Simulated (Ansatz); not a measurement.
Input for Ansatz (a first-principles code): R-BLYP/def2-TZVPP on HCl (SMILES Cl).

Ansatz 0.2 input:
```yaml
crystal:
  periodic: [false, false, false]
  atoms:
    - {symbol: Cl, position_ang: [-0.00000000, -0.00000000, 0.64100645]}
    - {symbol: H, position_ang: [0.00000000, 0.00000000, -0.64100645]}
basis:
  gaussian:
    orbitals: def2-TZVPP
hamiltonian:
  xc: {name: BLYP}
scf: {lower_state_search: off}
```

Output:

```
WARN ansatz: RAYON_NUM_THREADS=4 ignored (pool sized by the plan → 4); use --threads N
Functional definition: BLYP
these checks for a lower state are left out or cut short: stability, starts, cluster_reference, orbital_swaps, neighbouring_geometries, increment
integrals: 0.01 GiB planned
353 factors; their error is unknown
mean field: 0.13 GiB planned
mean field evaluation 1: about -12539.0219 eV, gradient 1.3e1 eV
mean field evaluation 2: about -12538.9596 eV, gradient 1.5e1 eV
mean field evaluation 4: about -12539.3978 eV, gradient 5.0e-1 eV
mean field evaluation 8: about -12539.3895 eV, gradient 4.0e-4 eV
mean field -12539.38952404 eV, -460.8140655048 hartree, gradient 8.7e-7 eV, S^2 0.000000; 0 other end points of the search recorded, 0 dependent functions left out
reference -12539.38972845 eV, -460.8140730171 hartree; 9, 9 occupied and 47, 47 virtual orbitals, 353 factors
Total energy: -12539.38972845 eV, -460.8140730171 hartree
Checks for a lower state left out: stability, starts, cluster_reference, orbital_swaps, neighbouring_geometries, increment
```

The run converged.

Cost: about 0.5 core-seconds (a rough figure).
